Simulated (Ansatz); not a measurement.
C2H2F2Si (`FC1=C(F)[SiH2]1`), 7 atoms. Charge 0, multiplicity 1. All runs use 2 threads of an Arm Neoverse V2 on a shared host. Correlated methods freeze the cores.

Question: How many basis functions does each run have, and how long does it take in Ansatz? RKS ωB97M-V/def2-QZVPP energy; RKS B3LYP-D4/def2-TZVPP energy and forces; RHF-CCSD(T)/def2-TZVPP energy; RKS B2PLYP (frozen core)/def2-TZVPP energy; RKS ωB97M-V/def2-TZVPP energy and forces; RKS PBE0-D4/def2-TZVP frequencies; RHF-MP2/def2-QZVPP energy; RKS PBE0-D4/def2-QZVPP energy; RKS ωB97M-V/def2-SVP energy; RHF-CCSD(T)/def2-SVP energy; RKS r2SCAN0-D4/def2-TZVPP energy; direct RPA on PBE orbitals/def2-TZVPP energy. (An estimate is asked.)

Answer: The calculation gave: Other jobs shared the machine, so times are rough.

```json
{"level": "RHF-CCSD(T)/def2-SVP", "job": "energy", "functions": "84", "wall time": "1.8 s", "peak host memory (GiB)": "0.23"}
{"level": "RKS B3LYP-D4/def2-TZVPP", "job": "energy and forces", "functions": "194", "wall time": "3.9 s", "peak host memory (GiB)": "0.4"}
{"level": "direct RPA on PBE orbitals/def2-TZVPP", "job": "energy", "functions": "194", "wall time": "5 s", "peak host memory (GiB)": "0.36"}
{"level": "RKS r2SCAN0-D4/def2-TZVPP", "job": "energy", "functions": "194", "wall time": "5.5 s", "peak host memory (GiB)": "0.42"}
{"level": "RKS ωB97M-V/def2-SVP", "job": "energy", "functions": "84", "wall time": "5.5 s", "peak host memory (GiB)": "0.22"}
{"level": "RKS B2PLYP (frozen core)/def2-TZVPP", "job": "energy", "functions": "194", "wall time": "5.5 s", "peak host memory (GiB)": "0.4"}
{"level": "RKS PBE0-D4/def2-QZVPP", "job": "energy", "functions": "358", "wall time": "7.5 s", "peak host memory (GiB)": "0.91"}
{"level": "RKS ωB97M-V/def2-TZVPP", "job": "energy and forces", "functions": "194", "wall time": "11 s", "peak host memory (GiB)": "0.51"}
{"level": "RKS ωB97M-V/def2-QZVPP", "job": "energy", "functions": "358", "wall time": "17 s", "peak host memory (GiB)": "1.1"}
{"level": "RHF-MP2/def2-QZVPP", "job": "energy", "functions": "358", "wall time": "17 s", "peak host memory (GiB)": "1.4"}
{"level": "RHF-CCSD(T)/def2-TZVPP", "job": "energy", "functions": "194", "wall time": "32 s", "peak host memory (GiB)": "1.6"}
{"level": "RKS PBE0-D4/def2-TZVP", "job": "frequencies", "functions": "173", "wall time": "66 s", "peak host memory (GiB)": "0.36"}
```

B3LYP here is the variant with VWN-RPA as its local correlation; programs differ in this.
